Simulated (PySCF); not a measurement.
**C3H8GeO: core ionisation energies**

C3H8GeO.
Z-matrix (Å and degrees, PBE0-D3(BJ)/def2-SVP geometry), rows numbered from 1:
```
Ge
O   1  1.7900
C   2  1.3845  1  118.56
C   3  1.4893  2  117.20  1  -149.03
C   3  1.5018  2  119.82  1   -79.09
H   1  1.5323  2  104.37  3  -173.78
H   1  1.5413  2  109.51  3    66.36
H   1  1.5422  2  108.78  3   -54.14
H   3  1.1003  2  114.69  1    67.84
H   4  1.0929  3  115.66  5  -107.77
H   4  1.0931  3  118.92  5   108.98
H   5  1.0935  3  119.13  4  -108.52
H   5  1.0936  3  116.64  4   106.85
```

Computed with delta-SCF UKS SCAN, pcX-2 on the ionised atom, pcseg-1 elsewhere, spin-free X2C (PySCF). Binding energies are ΔSCF values: E(core-ionised, relaxed orbitals) − E(ground state) at a fixed geometry, referred to the vacuum level.

List the computed XPS lines with their assignment.

| atom(s) | bonded to | level | binding energy (eV) | above the level's lowest (eV) | count |
| --- | --- | --- | --- | --- | --- |
| O2 | C and Ge | O 1s | 537.54 | 0.00 | 1 |
| C3 | O, 2 C and H | C 1s | 291.97 | +1.49 | 1 |
| C4/C5 | 2 C and 2 H | C 1s | 290.48 | 0.00 | 2 |

The listed C 1s values span 1.49 eV, from C4/C5 (bonded to 2 C and 2 H) to C3 (bonded to O, 2 C and H).

Give the binding energy of O 1s of O2 (atom 2) in hartree and in kJ/mol.

537.54 eV = 19.7542 Eh = 51865 kJ/mol.

Topologically equivalent atoms share the value of their first member; where this conformer doesn't relate them by symmetry, their own values could differ. No level of germanium is listed. One conformer (not necessarily the lowest) at the PBE0-D3(BJ)/def2-SVP geometry, without solvent, vibrations or thermal averaging.
